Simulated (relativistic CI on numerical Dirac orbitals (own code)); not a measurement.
Os⁷⁺: resonant inelastic scattering at the O2,3 edge

Computed with this model: Dirac-Coulomb-Breit CI, orbitals from a KLI potential per configuration, model QED (radiative potential, 1s self-energy scaled to tabulated hydrogen-like ionisation energies), valence Slater integrals scaled by 0.9, Kramers-Heisenberg scattering through one core-hole configuration in a parametric crystal field; configurations [Xe] 4f14 5d → [Kr] 4d10 4f14 5s2 5p5 5d2; 300 K; core-hole width 1.5 eV; summed over polarisations. Incident energies are the highest absorption maxima for each field (at most a few, so the weaker spin-orbit partner edge can be absent), on the computed scale of the free ion. Intensities are in per cent of the strongest line above 0.02 eV; levels within 1 cm⁻¹ are merged; final levels count from the ground level, the first row holds all elastic scattering, lines under 0.4 are left out and each table stops after 24 rows. The scale of the Slater integrals is a model choice and moves the terms in proportion.

Field parameters in Wybourne normalisation: D4h B²₀ = −7Ds, B⁴₀ = 21(Dq − Dt), B⁴₄ = 21√(5/14) Dq. The field is a parameter set, without covalency.

S is read from ⟨S²⟩ = S(S + 1).

D4h, 10Dq = 34550, Ds = 1640, Dt = 1020 cm⁻¹:

| Final level (eV) | Degeneracy | Irrep | S | 54.8 eV | 60.5 eV | 68.9 eV |
| --- | --- | --- | --- | --- | --- | --- |
| 0.000 | 2 | Γ6 | 0.50 | 60.2 | 53.9 | 185.1 |
| 0.040 | 2 | Γ7 | 0.50 | 4.3 | 8.2 | 100.0 |
| 1.131 | 2 | Γ7 | 0.50 | 2.6 | 0.7 | 34.0 |
| 3.501 | 2 | Γ6 | 0.50 | 2.8 | 4.6 | 10.8 |
| 4.892 | 2 | Γ7 | 0.50 | 1.0 | 5.8 | 14.6 |

D4h, 10Dq = 24150, Ds = 170, Dt = -670 cm⁻¹:

```tsv
Final level (eV)	Degeneracy	Irrep	S	54.9 eV	60.6 eV	69.1 eV
0.000	2	Γ6	0.50	42.9	35.2	164.9
0.246	2	Γ7	0.50	4.4	5.5	100.0
1.305	2	Γ7	0.50	1.3	0.9	33.6
4.102	2	Γ7	0.50	0.3	1.8	3.6
4.408	2	Γ6	0.50	2.2	5.0	8.1
```

For the first field the strongest loss at the lowest incident energy is the level at 0.04 eV (S = 0.50, against 0.50 in the thermal ground state).
